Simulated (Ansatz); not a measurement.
`O[SiH2]CS` + `C[Si](S)(Cl)C=O` → `O=C[SiH2]CS` + `C[Si](O)(S)Cl`  (redistribution)

Calculated with Ansatz (gas phase, PBE0-D4/def2-TZVP geometries, no zero-point term in ΔE). CCSD(T)/CBS is the MP2 limit (def2-TZVPP, def2-QZVPP) plus CCSD(T) − MP2 in def2-TZVPP, frozen cores. Functionals use def2-TZVPP. One conformer a species, not always the lowest.

```tsv
level	ΔE (eV)
r2SCAN-D4	-0.15
r2SCAN	-0.15
```

What does CCSD(T)/CBS give? (Estimate.)

Ansatz gave: -0.15 eV. The listed levels differ from it by 0.00, 0.00 eV.

Largest T1 diagnostic among the species: 0.014.
